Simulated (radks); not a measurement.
Coulomb parameter of the 3d shell of the iron ion Fe2+ in the model configuration [Ar] 3d5 4p1, as a second difference U = [E(n + 0.25) + E(n - 0.25) - 2 E(n)] / (0.25)^2 with all orbitals relaxed. "Bare": the charge of the atom changes with n. "Screened": the 4p shell takes up the change at fixed total charge, which measures U(3d,3d) + U(4p,4p) - 2 U(3d,4p). Method: Dirac Kohn-Sham, BLYP, spin-unpolarised, spherical densities, finite nucleus; open shells are shared between the two j in proportion to 2j + 1; Fermi nuclear charge, rms radius 3.7377 fm; computed with a radial shooting solver on a logarithmic mesh with Libxc functionals.

| case | configuration | E - E(n) (eV) |
|---|---|---|
| start | [Ar] 3d5 4p1 | 0.000 |
| bare +0.25 | [Ar] 3d5.25 4p1 | -7.726 |
| bare -0.25 | [Ar] 3d4.75 4p1 | 8.807 |
| screened +0.25 | [Ar] 3d5.25 4p0.75 | -3.890 |
| screened -0.25 | [Ar] 3d4.75 4p1.25 | 4.240 |

U(bare) = 17.284 eV, U(screened by 4p) = 5.595 eV.
